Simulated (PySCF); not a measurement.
Steps of a relaxation of [WH3(H2O)2]−

[WH3(H2O)2]− (triplet). PySCF 2.14.0, UKS PBE, W def2-SVP with ECP60, H def2-SVP, O def2-SVP; non-relativistic Hamiltonian with scalar-relativistic core potentials where named; density fitting; no spin-orbit coupling. Origin of the start: template. Columns: position (Å) and force (eV/Å). Energies are counted from the last step; some of the 48 steps are shown. Forces carry noise of the integration grid, about 0.01 to 0.03 eV/Å.

Run from Python with OMP_NUM_THREADS=2. Where DIIS fails, smearing, a level shift and second-order steps follow.
It took 3.7 min on 2 threads of Arm Neoverse V2, with other jobs on the host, from the converged density of the start.

```xyz
10
step 0  E = 2.178 eV
W     0.1578    0.1578    0.0729     2.93    2.93    0.23
H     0.1578    0.1578    1.8529    -0.05   -0.05   -0.12
H     1.8912    0.1578   -0.3315     0.24    0.06    0.22
H     0.1578    1.8912   -0.3315     0.06    0.24    0.22
O    -1.8288    0.1578   -0.3906    -2.19   -0.12   -0.08
H    -2.5784    0.1578    0.2252    -0.87   -0.01    0.88
H    -2.2285    0.1578   -1.2745     0.08   -0.07   -1.07
O     0.1578   -1.8288   -0.3906    -0.12   -2.19   -0.08
H     0.1578   -2.5784    0.2252    -0.01   -0.87    0.88
H     0.1578   -2.2285   -1.2745    -0.07    0.08   -1.07
```

```xyz
10
step 16  E = 0.305 eV
W     0.2157    0.2157   -0.0517     0.16    0.16   -0.30
H    -0.2511   -0.2511    1.5490    -0.01   -0.01    0.14
H     1.9713    0.2807   -0.3522    -0.22    0.00    0.08
H     0.2807    1.9713   -0.3522     0.00   -0.22    0.08
O    -2.2809   -0.1509   -0.1999    -0.09    0.29   -0.12
H    -2.5264    0.7535    0.1014     0.09   -0.10   -0.10
H    -1.8325    0.0231   -1.1065     0.00   -0.11    0.23
O    -0.1509   -2.2809   -0.1999     0.29   -0.10   -0.12
H     0.7535   -2.5264    0.1014    -0.10    0.09   -0.10
H     0.0231   -1.8325   -1.1065    -0.11    0.00    0.23
```

```xyz
10
step 31  E = 0.043 eV
W     0.1339    0.1339    0.0545    -0.03   -0.03   -0.07
H    -0.2937   -0.2937    1.6658    -0.01   -0.01    0.14
H     1.8343   -0.2245   -0.3040     0.01    0.04    0.02
H    -0.2245    1.8343   -0.3040     0.04    0.01    0.02
O    -2.4374    0.2391   -0.1899    -0.05    0.11    0.16
H    -2.2458    1.1820   -0.3874     0.09   -0.11   -0.07
H    -1.7195   -0.2660   -0.7873    -0.06    0.02   -0.14
O     0.2391   -2.4374   -0.1899     0.11   -0.05    0.16
H     1.1820   -2.2458   -0.3874    -0.11    0.09   -0.07
H    -0.2660   -1.7195   -0.7873     0.02   -0.06   -0.14
```

Question: Where does the relaxation end?

Answer: It converges at step 47 in Cs:
```xyz
10
step 47  E = 0
W     0.0661    0.0661    0.0424
H    -0.3601   -0.3601    1.6661
H     1.7770   -0.2505   -0.3241
H    -0.2505    1.7770   -0.3241
O    -2.4670    0.3941   -0.1556
H    -2.0640    1.2646   -0.3879
H    -1.9318   -0.2259   -0.7952
O     0.3941   -2.4670   -0.1556
H     1.2646   -2.0640   -0.3879
H    -0.2259   -1.9318   -0.7952
```

Question: How did the contacts change?

Answer: 
```json
{"contact": "W1–H2 (H)", "start (Å)": "1.780", "end (Å)": "1.732"}
{"contact": "W1–H3 (H)", "start (Å)": "1.780", "end (Å)": "1.778"}
{"contact": "W1–H4 (H)", "start (Å)": "1.780", "end (Å)": "1.778"}
{"contact": "W1–O5 (H2O)", "start (Å)": "2.040", "end (Å)": "2.562"}
{"contact": "W1–O8 (H2O)", "start (Å)": "2.040", "end (Å)": "2.562"}
{"contact": "W1–H7 (H2O)", "start (Å)": "2.740", "end (Å)": "2.186"}
{"contact": "W1–H10 (H2O)", "start (Å)": "2.740", "end (Å)": "2.186"}
```


Open shells may have lower solutions than the one found.
